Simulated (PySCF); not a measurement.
C2H4ClFSi, SMILES C=C[Si@H](F)Cl. Heavy atoms are numbered as in [CH2:1]=[CH:2][Si@H:3]([F:4])[Cl:5]. Hydrogens are named by the atom that carries them.

Geometry optimised at B3LYP-D3(BJ)/def2-SVP. The structure was generated by enumeration; whether it is a known compound was not checked. The values are those of a single conformer.

Calculation: PBE/def2-TZVP in PySCF.

ESP charges are fitted to the potential on shells at 1.4 to 2.0 van der Waals radii. Atomic charges (e), one atom of each kind:

| atom | Löwdin | ESP fit | meta-Löwdin | Mulliken |
|---|---|---|---|---|
| C1 (CH2) | -0.18 | … | -0.20 | -0.24 |
| C2 (CH) | -0.31 | -0.18 | -0.38 | -0.21 |
| Si3 (SiH) | -0.13 | … | 1.04 | 0.58 |
| F4 | 0.02 | -0.18 | -0.48 | -0.28 |
| Cl5 | 0.24 | -0.12 | -0.28 | -0.22 |
| H on C1 | 0.13 | … | 0.13 | 0.13 |
| H on C2 | 0.15 | 0.15 | 0.14 | 0.12 |
| H on Si3 | -0.03 | … | -0.10 | -0.03 |

### Question
Complete the blanks. (An estimate is asked for; the answer gives what the named calculation found.)

### Answer

- C1 (CH2), ESP fit: -0.29
- Si3 (SiH), ESP fit: 0.31
- H on C1, ESP fit: 0.16
- H on Si3, ESP fit: -0.01

### Question
Give the Mayer and Wiberg (Löwdin basis) orders of the bonds. (An estimate is asked for; the answer gives what the named calculation found.)

### Answer

```
bond     Mayer  Wiberg
-------  -----  ------
C1–C2     1.91    2.20
C2–Si3    1.01    1.14
Si3–F4    1.13    1.71
Si3–Cl5   1.19    1.84
```
